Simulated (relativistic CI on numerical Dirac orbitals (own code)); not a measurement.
Cr³⁺: resonant inelastic scattering at the M2,3 edge

Computed with this model: Dirac-Coulomb-Breit CI, orbitals from a KLI potential per configuration, QED by a radiative potential, Kramers-Heisenberg scattering through one core-hole configuration in a parametric crystal field, unscaled Slater integrals; configurations [Ar] 3d3 → [Ne] 3s2 3p5 3d4; 300 K; core-hole width 0.8 eV; summed over polarisations. Incident energies are the highest absorption maxima for each field (at most a few, so the weaker spin-orbit partner edge can be absent), on the computed scale of the free ion. Intensities are in per cent of the strongest line above 0.02 eV; levels within 1 cm⁻¹ are merged; final levels count from the ground level, the first row holds all elastic scattering, lines under 0.4 are left out and each table stops after 24 rows. The scale of the Slater integrals is a model choice and moves the terms in proportion.

Field parameters in Wybourne normalisation: D3d B²₀ = −7Dσ, B⁴₀ = −14Dq − 21Dτ, B⁴₃ = −14√(10/7) Dq; D4h B²₀ = −7Ds, B⁴₀ = 21(Dq − Dt), B⁴₄ = 21√(5/14) Dq; Oh B⁴₀ = 21Dq, B⁴₄ = √(5/14) B⁴₀. The field is a parameter set, without covalency.

S is read from ⟨S²⟩ = S(S + 1).

D3d, 10Dq = 8850, Dσ = -270, Dτ = 200 cm⁻¹:

```csv
Final level (eV),Degeneracy,Irrep,S,52 eV,57.8 eV,64.2 eV
0.000,2,Γ4,1.50,74.7,194.6,256.4
0.000,2,Γ5+Γ6,1.50,0.6,0.8,0.3
1.179,2,Γ4,1.50,13.4,10.8,94.7
1.180,2,Γ5+Γ6,1.50,14.7,24.3,94.5
1.199,2,Γ4,1.50,12.4,21.6,98.9
1.205,2,Γ4,1.50,13.8,20.3,97.9
1.210,2,Γ5+Γ6,1.50,13.7,23.0,98.3
1.217,2,Γ4,1.50,13.5,19.4,96.3
1.836,2,Γ4,1.50,3.3,54.9,100.0
1.838,2,Γ5+Γ6,1.50,3.4,47.6,99.3
2.089,2,Γ4,1.50,2.1,59.3,99.7
2.105,2,Γ5+Γ6,1.50,2.4,55.7,93.9
2.120,2,Γ4,1.50,2.5,53.9,87.9
2.134,2,Γ4,1.50,2.6,57.5,81.5
3.373,2,Γ4,0.50,0.0,0.7,0.2
3.653,2,Γ4,1.48,1.3,21.3,9.9
3.662,2,Γ4,1.48,1.3,20.5,11.2
3.672,2,Γ5+Γ6,1.48,1.3,19.6,14.2
3.685,2,Γ4,1.48,1.3,20.4,17.3
3.737,2,Γ4,0.55,0.1,0.5,0.6
3.831,2,Γ4,0.66,0.2,2.8,2.0
3.843,2,Γ5+Γ6,1.45,1.3,18.1,14.7
3.853,2,Γ4,1.37,1.2,17.4,13.8
3.889,2,Γ4,0.55,0.1,0.8,0.4
```

D4h, 10Dq = 19050, Ds = 1360, Dt = 110 cm⁻¹:

```csv
Final level (eV),Degeneracy,Irrep,S,51.7 eV,59.5 eV,65.4 eV
0.000,4,Γ6+Γ7,1.50,85.1,66.7,88.8
2.171,2,Γ7,1.50,7.9,6.4,37.2
2.182,2,Γ7,1.50,7.4,5.9,37.5
2.191,2,Γ6,1.50,7.0,5.4,38.8
2.199,2,Γ6,1.49,6.4,3.9,38.3
2.357,2,Γ7,1.49,8.4,12.5,35.6
2.361,2,Γ6,1.50,8.2,12.7,37.6
2.569,2,Γ6,0.52,0.0,0.2,0.6
2.600,2,Γ7,0.51,0.0,0.4,0.2
2.618,2,Γ7,0.53,0.1,0.3,0.8
3.013,2,Γ6,1.50,0.7,8.6,28.7
3.014,2,Γ7,1.49,0.6,8.8,30.1
3.678,2,Γ7,0.76,0.1,2.4,10.6
3.731,2,Γ7,1.48,0.4,12.1,53.8
3.734,2,Γ6,1.47,0.4,13.4,54.1
3.744,4,Γ6+Γ7,1.42,0.9,23.9,100.0
3.873,2,Γ6,0.56,0.2,0.7,2.8
3.896,2,Γ7,0.55,0.1,0.5,2.1
5.097,2,Γ7,0.51,0.0,0.4,0.1
5.436,2,Γ6,0.70,0.1,3.6,0.8
5.467,2,Γ6,1.20,0.5,12.9,4.2
5.495,2,Γ6,1.47,0.7,20.4,9.7
5.500,2,Γ7,1.49,0.7,16.9,11.9
5.505,2,Γ7,1.50,0.8,15.9,11.7
```

Oh, 10Dq = 25350 cm⁻¹:

```tsv
Final level (eV)	Degeneracy	Irrep	S	52.5 eV	58.8 eV	66.3 eV
0.000	4	Γ8	1.50	115.1	61.3	62.4
2.625	4	Γ8	0.51	0.2	0.6	0.4
3.130	2	Γ7	1.50	10.5	10.7	33.0
3.138	4	Γ8	1.50	19.6	21.4	65.0
3.153	2	Γ6	1.50	8.2	11.5	27.9
3.154	4	Γ8	1.49	16.7	22.7	60.5
4.519	4	Γ8	1.50	1.8	28.2	100.0
4.520	2	Γ7	1.50	0.8	14.1	49.1
4.528	4	Γ8	1.50	1.4	21.2	75.4
4.530	2	Γ6	1.50	0.6	8.6	35.6
6.815	4	Γ8	0.54	0.4	0.5	0.3
7.050	2	Γ7	1.50	0.7	2.9	5.1
7.051	4	Γ8	1.50	1.5	5.1	6.9
7.056	2	Γ6	1.49	0.8	2.2	7.7
7.058	4	Γ8	1.48	1.5	4.4	11.0
```

For the first field the strongest loss at the lowest incident energy is the level at 1.18 eV (S = 1.50, against 1.50 in the thermal ground state).
